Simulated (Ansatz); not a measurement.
Ansatz (a quantum-chemistry and plane-wave program) input:

Ansatz 0.2 input:
```yaml
crystal:
  periodic: [false, false, false]
  atoms:
    - {symbol: Mo, position_ang: [-0.00521122, -0.06773388, 0.41340247]}
    - {symbol: Cl, position_ang: [2.08198766, 0.05801538, -0.48871347]}
    - {symbol: Cl, position_ang: [-2.06911287, 0.10932713, -0.53263380]}
basis:
  gaussian:
    orbitals: def2-TZVPD
hamiltonian:
  xc: {name: BLYP}
magnetization: {spin_polarized: true, initial_magnetization: 4}
output: {forces: true}
```

### Question
Predict the final energy.

### Answer
-988.66080 Eh (BLYP/def2-TZVPD). The basis has 132 functions.

The spin state was set by rule; other spins were not relaxed.
